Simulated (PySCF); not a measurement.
**Cl: excitation energy**

Cl [Ne] 3s2 3p5 (2P) → Cl [Ne] 3s1 3p5 3d1 (high-spin determinant), as a difference of total energies. Calculation: PySCF 2.14, in aug-cc-pCVTZ-DK with one added diffuse shell each of s, p, d, f type (9s8p6d4f, 91 functions); the spin-free X2C one-electron Hamiltonian (Gaussian nucleus). Correlated levels: valence: [Ne] frozen; valence and next inner shell: 1s2 frozen; nothing frozen. The calculations carry no spin-orbit coupling.

```json
{"method": "UHF", "excitation energy (cm⁻¹)": "199950"}
{"method": "LDA", "excitation energy (cm⁻¹)": "187920"}
{"method": "PBE", "excitation energy (cm⁻¹)": "186390"}
{"method": "PBE0", "excitation energy (cm⁻¹)": "191750"}
{"method": "r2SCAN", "excitation energy (cm⁻¹)": "190570"}
{"method": "HSE06", "excitation energy (cm⁻¹)": "191640"}
{"method": "PW91", "excitation energy (cm⁻¹)": "186680"}
{"method": "CAM-B3LYP", "excitation energy (cm⁻¹)": "194170"}
{"method": "B97-3", "excitation energy (cm⁻¹)": "193940"}
{"method": "MP2 (valence)", "excitation energy (cm⁻¹)": "194680"}
{"method": "SCS-MP2 (valence)", "excitation energy (cm⁻¹)": "194050"}
{"method": "MP2 (valence and next inner shell)", "excitation energy (cm⁻¹)": "194610"}
{"method": "SCS-MP2 (valence and next inner shell)", "excitation energy (cm⁻¹)": "193930"}
{"method": "MP2 (all electrons)", "excitation energy (cm⁻¹)": "194550"}
{"method": "SCS-MP2 (all electrons)", "excitation energy (cm⁻¹)": "193900"}
```

A first-order spin-orbit estimate (lowest level to lowest level, LS coupling) adds -0.005 eV.

The upper state lies above the first ionisation limit, where it may autoionise and the basis confines it.

The promoted electron is Rydberg-like, and one or two diffuse shells describe it only roughly, which tends to raise the upper state.

In the upper state the promoted electron has a positive orbital energy at LDA, r2SCAN, so the basis confines it.

The determinant of the upper state mixes LS terms, which raises its energy above the lowest term, most at the Hartree-Fock and MP2 levels.
